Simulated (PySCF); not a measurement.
# Gas-phase XPS of `C[S+](C)[AlH2-][S][SiH3]`, computed

C2H11AlS2Si.
Atom-mapped SMILES: `[CH3:1][S+:2]([CH3:3])[AlH2-:4][S:5][SiH3:6]`

Computed, not measured: delta-SCF UKS SCAN, pcX-2 on the ionised atom, pcseg-1 elsewhere, spin-free X2C (PySCF 2.14.0). Vertical ΔSCF values, vacuum level as zero.

**Question.** Give the core binding energies atom by atom.

**Answer.** 
| atom(s) | environment | level | binding energy (eV) | 2p1/2 (eV) | above the level's lowest (eV) | count |
| --- | --- | --- | --- | --- | --- | --- |
| S2 | sulfur bonded to Al and 2 C | S 1s | 2478.41 | – | +2.89 | 1 |
| S5 | sulfur bonded to Al and Si | S 1s | 2475.52 | – | 0.00 | 1 |
| Si6 | SiH3 silicon | Si 1s | 1846.60 | – | 0.00 | 1 |
| Al4 | aluminium bonded to 2 S and 2 H | Al 1s | 1565.99 | – | 0.00 | 1 |
| C1/C3 | S-methyl carbon | C 1s | 291.93 | – | 0.00 | 2 |
| S5 | sulfur bonded to Al and Si | S 2p3/2 | 167.74 | 168.97 | 0.00 | 1 |
| Si6 | SiH3 silicon | Si 2p3/2 | 106.76 | 107.39 | 0.00 | 1 |

Lowest listed S 1s: S5, bonded to Si and Al. Highest, 2.89 eV above it: S2, bonded to 2 C and Al.

**Question.** Which effective nuclear charge Zeff reproduces each element's mean 1s value in the hydrogen-like formula E = 13.606 eV × Zeff²?

**Answer.** C (Z = 6): mean 291.9 eV, Zeff = 4.63, Z − Zeff = 1.37; Al (Z = 13): mean 1566.0 eV, Zeff = 10.73, Z − Zeff = 2.27; Si (Z = 14): mean 1846.6 eV, Zeff = 11.65, Z − Zeff = 2.35; S (Z = 16): mean 2477.0 eV, Zeff = 13.49, Z − Zeff = 2.51. Means run over the listed sites, weighted by atom count.

**Question.** What is the longest wavelength that can ionise Si 1s of Si6 vertically?

**Answer.** λ = hc/E = 12398.42 eV Å / 1846.60 eV = 6.714 Å.

Topologically equivalent atoms share the value of their first member; where this conformer doesn't relate them by symmetry, their own values could differ. The list is incomplete; no value stands for S 2p of S2. The 2p values aren't plain energy differences: one relaxed spin-free 2p hole is combined with a matrix within the shell (ground-state 2p orbital-energy differences and spin–orbit coupling). 2p3/2, the mean of its two sublevels, lies a third of the splitting below the shell's mean and 2p1/2 two thirds above it; the statistical areas are 2:1. 2p1/2 minus 2p3/2 (ligand field included): S 1.23 eV, Si 0.62 eV. Isolated species at its PBE0-D3(BJ)/def2-SVP geometry (one conformer only).

Shape of the structure used: `[CH3:1][S+:2]([CH3:3])[AlH2-:4][S:5][SiH3:6]`: C1–S2–Al4–S5 -50°, S2–Al4–S5–Si6 104°.
